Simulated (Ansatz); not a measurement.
This geometry of BFH$_{3}$OSe (7 atoms, charge 1, multiplicity 1) is a first-order saddle point.

Computed with Ansatz, RKS PBE-D4/def2-SVP.

```xyz
7
Properties=species:S:1:pos:R:3
O -0.663 1.258 0.412
Se -0.288 -0.522 1.245
B 0.832 -1.058 -0.297
F 1.417 -2.223 -0.259
H -0.664 1.212 -0.579
H -1.544 1.604 0.701
H 0.910 -0.271 -1.223
```

**Question.** Which two structures does it join? (They come from a converged band through this point; their orientation in space is the band's.)

**Answer.** No bond is made or broken. The dihedral H5–O1–Se2–B3 goes from 119 to -65°.

Image 0:

```xyz
7
Properties=species:S:1:pos:R:3
O -0.977 0.984 -0.142
Se -0.761 -0.870 0.557
B 1.171 -0.890 0.052
F 1.828 -1.985 0.324
H -1.633 1.033 -0.880
H -1.249 1.623 0.563
H 1.621 0.104 -0.473
```

Image 10:

```xyz
7
Properties=species:S:1:pos:R:3
O -1.348 0.812 0.031
Se -0.804 -0.996 0.626
B 1.084 -0.793 0.032
F 1.880 -1.808 0.233
H -0.915 1.563 0.507
H -1.310 0.966 -0.944
H 1.413 0.256 -0.485
```

**Question.** How far does it lie above each of them?

**Answer.** 10.4 kJ/mol above the first and 5.0 kJ/mol above the second. This is the barrier of this one path; another mechanism may lie lower. Limits of this set-up: the dipole of an ion depends on the origin.

Time of the run: 2.4 min on 1 CPU thread of a shared host.
